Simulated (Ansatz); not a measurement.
`Cl[SiH2][O][GeH3]` + `[CH3][SnH2][SiH2]O` → `[CH3][SnH2][SiH2]Cl` + `O[SiH2][O][GeH3]`  (redistribution)

Calculated with Ansatz (gas phase, PBE0-D4/def2-TZVP geometries, no zero-point term in ΔE). CBS: MP2 limit from def2 TZ/QZ plus the TZ coupled-cluster correction, frozen cores. Functionals use def2-TZVPP. Elements past krypton have def2 core potentials. For Ge, Sn outer-core shells are correlated without core-valence functions, which leaves a few kJ/mol of doubt a bond. Scalar relativity is left out up to krypton. One conformer a species, not always the lowest.

`Cl[SiH2][O][GeH3]`:

```xyz
9

Cl    0.445   -0.672   -2.406
Si   -0.428    0.799   -1.255
O    -0.661    0.270    0.254
Ge    0.297   -0.692    1.414
H     0.500    1.953   -1.292
H    -1.737    1.125   -1.858
H     1.748   -0.191    1.369
H     0.193   -2.164    1.000
H    -0.357   -0.427    2.774
```

`[CH3][SnH2][SiH2]O`:

```xyz
12

C     0.175    1.801    1.140
Sn   -0.987    0.159    0.391
Si    0.495   -1.653   -0.681
O     1.239   -1.110   -2.058
H     0.843    1.452    1.927
H     0.770    2.232    0.335
H    -0.485    2.568    1.546
H    -2.092    0.766   -0.776
H    -1.918   -0.494    1.674
H     1.603   -2.028    0.234
H    -0.319   -2.874   -0.956
H     0.675   -0.818   -2.776
```

`[CH3][SnH2][SiH2]Cl`:

Z-matrix (Å, degrees):
```
C
Sn 1 2.141
H 1 1.090 2 109.9
H 1 1.090 2 109.9 3 120.2
H 1 1.090 2 109.4 3 -120.0
Si 2 2.567 1 109.1 3 174.7
H 2 1.710 1 109.9 3 54.8
H 2 1.713 1 110.2 3 -64.3
Cl 6 2.071 2 108.1 1 -47.2
H 6 1.486 2 112.3 1 70.6
H 6 1.485 2 113.4 1 -166.0
```

`O[SiH2][O][GeH3]`:

Cartesian coordinates in Å:
```
O -0.308 1.804 -1.118
Si -0.341 1.253 0.430
O -0.508 -0.363 0.526
Ge 0.511 -1.725 0.002
H -1.124 1.770 -1.620
H -1.493 1.829 1.168
H 0.961 1.683 0.994
H 0.122 -2.080 -1.440
H 0.195 -2.874 0.967
H 1.985 -1.297 0.091
```

```tsv
level	ΔE (kJ/mol)
PBE	-14.1
CCSD/def2-TZVPP	-15.7
```

(1) What does CCSD(T)/CBS give? (Estimate.)

Largest T1 diagnostic among the species: 0.012.

## Answers

(1) The calculation gave: -15.7 kJ/mol. The listed levels differ from it by 1.6, 0.0 kJ/mol.
